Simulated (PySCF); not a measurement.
AlH6O2Si2, charge +1.

```xyz
11

Al     0.0000     0.0000     0.0000
O      0.0000     0.0000     1.6198
Si     0.0000     0.0000     3.3402
H      0.9973     1.0198     3.7467
H      0.3845    -1.3736     3.7467
H     -1.3818     0.3538     3.7467
O      0.0000     0.0000    -1.6198
Si     0.0000     0.0000    -3.3402
H      0.9973    -1.0198    -3.7467
H      0.3845     1.3736    -3.7467
H     -1.3818    -0.3538    -3.7467
```
Charge +1, spin multiplicity 1.

The structure is a stationary point at PBE0-D3(BJ)/def2-SVP. The multiplicity is an assumed one; no other spin state was optimised. The isomer is the one that the SMILES or the coordinates give; other isomers of the formula were not compared. Other conformers were not sampled.

These are B3LYP/pcSseg-1 (PySCF) values and carry that method's errors. Non-relativistic, no solvent.

Computed absolute GIAO shielding of each atom: isotropic value and principal components (ppm):
```json
[
 {"atom": "Al1", "σ(iso)": "491.2", "σ11": "346.7", "σ22": "346.7", "σ33": "780.2", "span": "433.5"},
 {"atom": "O2", "σ(iso)": "333.1", "σ11": "310.6", "σ22": "310.6", "σ33": "378.3", "span": "67.7"},
 {"atom": "Si3", "σ(iso)": "340.2", "σ11": "299.0", "σ22": "299.0", "σ33": "422.6", "span": "123.7"},
 {"atom": "H4", "σ(iso)": "26.0", "σ11": "22.7", "σ22": "24.6", "σ33": "30.6", "span": "7.9"},
 {"atom": "H5", "σ(iso)": "26.0", "σ11": "22.7", "σ22": "24.6", "σ33": "30.6", "span": "7.9"},
 {"atom": "H6", "σ(iso)": "26.0", "σ11": "22.7", "σ22": "24.6", "σ33": "30.6", "span": "7.9"},
 {"atom": "O7", "σ(iso)": "333.1", "σ11": "310.6", "σ22": "310.6", "σ33": "378.3", "span": "67.7"},
 {"atom": "Si8", "σ(iso)": "340.2", "σ11": "299.0", "σ22": "299.0", "σ33": "422.6", "span": "123.7"},
 {"atom": "H9", "σ(iso)": "26.0", "σ11": "22.7", "σ22": "24.6", "σ33": "30.6", "span": "7.9"},
 {"atom": "H10", "σ(iso)": "26.0", "σ11": "22.7", "σ22": "24.6", "σ33": "30.6", "span": "7.9"},
 {"atom": "H11", "σ(iso)": "26.0", "σ11": "22.7", "σ22": "24.6", "σ33": "30.6", "span": "7.9"}
]
```
